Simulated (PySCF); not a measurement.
C5H3NO.
SMILES with atom numbers: `[N:1]#[C:2][c:3]1[cH:4][cH:5][o:6][cH:7]1`

Structure used (GFN2-xTB), in Å, numbered top down from 1:
```
atom  x, y, z in Å
N1     3.1221   -0.5094   -0.2594
C2     2.0054   -0.2751   -0.1535
C3     0.6330   -0.0071   -0.0293
C4    -0.4405   -0.9295   -0.2155
C5    -1.5734   -0.2161    0.0094
O6    -1.2843    1.0609    0.3160
C7     0.0431    1.1891    0.2931
H8    -0.3541   -1.9632   -0.4784
H9    -2.6080   -0.4946   -0.0180
H10    0.4656    2.1497    0.5131
```

NICS is the negative of the GIAO shielding at a point without a nucleus: at the ring centre (0) and 1 Å above and below it (1); zz is the component along the ring normal. Level: GIAO PBE0/pcSseg-1 (PySCF, non-relativistic, gas phase) on the GFN2-xTB geometry, one conformer.

Ring bond lengths (Å), with Mayer bond orders in brackets: C3–C4 1.427 (1.22), C4–C5 1.358 (1.62), C5–O6 1.345 (1.07), O6–C7 1.334 (1.11), C7–C3 1.372 (1.52).

Question: Give the NICS values of each ring in ppm.

Answer: 
```
          ring                                               type  NICS(0)  NICS(1), two faces  NICS(1)zz, two faces  rms pucker (Å)  centre to ring atoms, mean (Å)
C3–C4–C5–O6–C7  5-membered ring with O; formal bonds all aromatic    -13.0       -10.6 / -10.6         -26.8 / -26.8            0.00                            1.16
```

Question: What do they say, and how far can they be read as aromaticity?

Answer: 
- C3–C4–C5–O6–C7: mean NICS(1)zz -26.8 ppm, shielded, aromatic by this magnetic criterion (flat ring, no four-coordinate atom).

Question: And the bond-length index? HOMA = 1 − mean of α(R − Ropt)² over the ring bonds, with Krygowski's 1993 parameters (CC: Ropt 1.388 Å, α 257.7 Å⁻²; CO: Ropt 1.265 Å, α 157.38 Å⁻²).

Answer: 
- C3–C4–C5–O6–C7: HOMA 0.51; the largest term is that of C5–O6, α(R − Ropt)² = 1.00.

Question: List the ring angles and the Hirshfeld charges of the ring atoms.

Answer: 
- C3–C4–C5–O6–C7: C3 105.7° (-0.025 e), C4 105.5° (-0.070 e), C5 110.9° (+0.020 e), O6 107.5° (-0.044 e), C7 110.4° (+0.040 e); sum 540.0° against 540° for a flat convex ring.

Question: What are the shieldings of the ring atoms and their hydrogens in the same run (means over atoms taken as equivalent)?

Answer: 
```tsv
atoms	environment	σ isotropic (ppm)	principal values of the symmetric part, first atom (ppm)
C3	substituted aromatic carbon	81.2	1.1, 85.5, 157.0
C4	aromatic CH carbon	65.5	-20.7, 60.0, 157.2
C5	aromatic CH next to a ring oxygen	38.4	-38.1, 45.9, 107.3
O6	furan-type oxygen	26.6	-134.4, -51.0, 265.2
C7	aromatic CH next to a ring oxygen	30.8	-53.2, 35.9, 109.7
H8	aromatic hydrogen	24.78	22.8, 25.0, 26.5
H9	aromatic hydrogen	24.16	21.2, 25.2, 26.1
H10	aromatic hydrogen	23.75	21.0, 23.9, 26.3
```
